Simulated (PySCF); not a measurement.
Diatomics with 22 electrons

PBE0 in PySCF with def2-SVPD on every atom, for the lowest determinant that a PBE0 search found; no spin–orbit coupling. All have 22 electrons, 2 of them in the valence shells, and the same state, a singlet (closed shell). For ions De leads to the atom and ion picked by measured ionisation energies and electron affinities.

```json
{"species": "Na2", "difference of nuclear charges": "0", "Re (Å)": "3.121", "ωe (cm⁻¹)": "161", "k (mdyn/Å)": "0.175", "De (eV)": "0.71", "dissociates to": "Na + Na"}
{"species": "KLi", "difference of nuclear charges": "16", "Re (Å)": "3.427", "ωe (cm⁻¹)": "203", "k (mdyn/Å)": "0.144", "De (eV)": "0.65", "dissociates to": "K + Li"}
{"species": "KBe⁺", "difference of nuclear charges": "15", "Re (Å)": "3.530", "ωe (cm⁻¹)": "138", "k (mdyn/Å)": "0.0823", "De (eV)": "0.25", "dissociates to": "K⁺ + Be"}
{"species": "LiCa⁺", "difference of nuclear charges": "17", "Re (Å)": "3.287", "ωe (cm⁻¹)": "244", "k (mdyn/Å)": "0.209", "De (eV)": "1.28", "dissociates to": "Li⁺ + Ca"}
```

(1) Which member of the whole set has the stiffest bond, and how does it compare with the softest?

Closed-shell solutions of metal pairs were not tested for spin polarisation, which can lower them a little. Weak bonds: KBe⁺. Basis-set superposition, not corrected here, can be much of De in a small basis, most of all at correlated wavefunction levels. For an ion De counts to the pair picked by the measured ionisation energies or electron affinities, which need not be the lowest pair at this level.

## Answers

(1) LiCa⁺ with k = 0.209 mdyn/Å, 2.5 times that of KBe⁺.
